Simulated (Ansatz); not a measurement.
Consider the silylene formation by 1,1-elimination: `C[SiH2]O[SiH2]N` → `CO[SiH2]N` + `[SiH2]`.

Isolated molecules relaxed with PBE0-D4/def2-TZVP in Ansatz; ΔE leaves out vibrations. CBS: MP2 limit from def2 TZ/QZ plus the TZ coupled-cluster correction, frozen cores. This one scheme is used for every species. Functionals use def2-TZVPP. Each species was taken in one conformer, which may not be the lowest.

`C[SiH2]O[SiH2]N`:

```xyz
14

C    -1.408   -1.131   -2.015
Si   -1.068   -0.401   -0.341
O     0.516   -0.001   -0.239
Si    1.577    0.909    0.619
N     1.409    0.853    2.314
H    -2.460   -1.418   -2.101
H    -0.797   -2.022   -2.181
H    -1.185   -0.411   -2.806
H    -1.400   -1.384    0.728
H    -1.906    0.813   -0.123
H     2.919    0.391    0.266
H     1.393    2.328    0.226
H     0.744    1.430    2.800
H     1.667    0.044    2.854
```

`CO[SiH2]N`:

```xyz
11

C    -0.782    0.819    1.308
O     0.428    0.141    1.075
Si    0.651   -0.865   -0.207
N     0.530   -0.161   -1.756
H    -0.991    1.550    0.518
H    -1.629    0.125    1.372
H    -0.703    1.351    2.258
H    -0.396   -1.923   -0.181
H     2.020   -1.381    0.005
H    -0.330   -0.152   -2.276
H     1.201    0.496   -2.117
```

`[SiH2]`:

Cartesian coordinates in Å:
```
Si -0.248 -0.390 -0.541
H -0.569 -0.303 0.948
H 0.817 0.693 -0.407
```

| level | ΔE (kcal/mol) | difference from CCSD(T)/CBS |
| --- | --- | --- |
| r2SCAN-D4 | 110.8 | 4.3 |
| PBE0-D4 | 106.9 | 0.4 |
| ωB97X-V | 107.0 | 0.5 |
| ωB97M-V | 104.7 | -1.8 |
| B2PLYP | 104.9 | -1.6 |
| r2SCAN | 110.2 | 3.7 |
| PBE0 | 105.2 | -1.3 |
| HF/def2-TZVPP | 102.9 | -3.6 |
| MP2/def2-TZVPP | 110.7 | 4.2 |
| SCS-MP2/def2-TZVPP | 106.9 | 0.4 |
| CCSD/def2-TZVPP | 103.5 | -3.0 |
| CCSD(T)/def2-TZVPP | 104.1 | -2.4 |
| HF/def2-QZVPP | 103.5 | -3.0 |
| MP2/def2-QZVPP | 112.2 | 5.7 |
| SCS-MP2/def2-QZVPP | 108.6 | 2.1 |
| HF/CBS(def2) | 103.5 | -3.0 |
| CCSD(T)/CBS | 106.5 | 0 |

Largest T1 diagnostic among the species: 0.014.

In def2-TZVPP, CCSD(T) changes the Hartree–Fock value by +1.2 kcal/mol (the triples alone add +0.6 kcal/mol) and MP2 by +7.8 kcal/mol. The D4 term adds +3.1 kcal/mol with B3LYP and +1.7 kcal/mol with PBE0; it sums over pairs of atoms, weighted by their polarisabilities, and B3LYP, whose exchange is more repulsive, gets the larger term. From PBE to PBE0 (25 % exact exchange), in def2-TZVPP and without D4, ΔE moves by +3.9 kcal/mol.

B3LYP here is the variant with VWN-RPA as its local correlation; programs differ in this.
